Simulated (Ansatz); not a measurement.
System: CH6BN2O (charge 0, doublet). It need not be the lowest isomer of its formula. SMILES: B(N)(O[CH2])N
Structure (B3LYP-D3(BJ)/def2-TZVP (Ansatz, a first-principles code) minimum search):
```
B
O 1 1.3999
C 2 1.3508 1 123.09
H 3 1.0796 2 114.97 1 -172.78
H 3 1.0839 4 121.20 2 154.47
N 1 1.4140 2 115.64 3 -165.35
H 6 1.0029 1 124.27 2 -174.86
H 6 1.0041 7 114.49 1 -178.05
N 1 1.4167 2 120.71 3 14.37
H 9 1.0038 1 123.11 2 178.47
H 9 1.0045 10 113.82 1 167.33
```
Charge 0, spin multiplicity 2.

Atomisation energy built up term by term with Ansatz (kcal/mol; UHF references for open shells; valence terms freeze the core; atomic spin-orbit terms are left out). Basis-set limits of correlation are two-point, X^-3; Hartree-Fock from the larger set.

```
term                                          basis  kcal/mol
-----------------------  --------------------------  --------
Hartree-Fock                                cc-pVQZ    728.29
CCSD correlation               CBS(cc-pVTZ,cc-pVQZ)       ___
(T)                            CBS(cc-pVTZ,cc-pVQZ)       ___
core correlation                          cc-pwCVTZ      4.46
scalar relativity (X2C)  cc-pVTZ-DK against cc-pVTZ     -1.14
sum: De                                                   ___
```

### Question
Fill in the missing entries.

### Answer

- CCSD correlation, kcal/mol: 277.30
- (T), kcal/mol: 17.67
- sum: De, kcal/mol: 1026.6
